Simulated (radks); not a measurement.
The nuclear charge of neutral zirconium is varied continuously with 40 electrons held in [Kr] 4d2 5s2. All-electron calculation, scalar-relativistic Kohn-Sham, PBEsol, spin-polarised, spherical densities, finite nucleus; open shells are filled with parallel spins first (spin-orbit coupling, left out, can overturn this in heavy ions); Fermi nuclear charge, rms radius 4.2694 fm. Program: a radial shooting solver on a logarithmic mesh with Libxc functionals. By the Hellmann-Feynman theorem dE/dZ = E(electron-nucleus)/Z, the electronic potential at the nucleus (averaged over a nucleus of fixed radius). The scalar-relativistic energy here is not variational (the density holds large components alone), so the two differ by a part that grows with Z.

Z     E (hartree)  E(electron-nucleus)/Z (hartree)  HOMO  e(HOMO) (eV)  <r> HOMO (bohr)
39.8  -3553.21092                         -215.078    4d        -2.443            2.400
39.9  -3574.79980                         -215.816    4d        -3.239            2.326
40    -3596.46284                         -216.553    5s        -4.060            3.822
40.1  -3618.19998                         -217.290    5s        -4.688            3.742
40.2  -3640.01118                         -218.026    5s        -5.339            3.667
40.3  -3661.89640                         -218.762    5s        -6.013            3.595
40.4  -3683.85561                         -219.497    5s        -6.708            3.528
40.5  -3705.88877                         -220.233    5s        -7.424            3.464
40.6  -3727.99587                         -220.968    5s        -8.160            3.404
40.7  -3750.17689                         -221.702    5s        -8.916            3.346
40.8  -3772.43182                         -222.437    5s        -9.691            3.292
40.9  -3794.76063                         -223.172    5s       -10.485            3.239
41    -3817.16333                         -223.906    5s       -11.298            3.189

The central difference of E at Z = 40 is -217.001 hartree, to compare with the third column; the second derivative is -7.41 hartree.
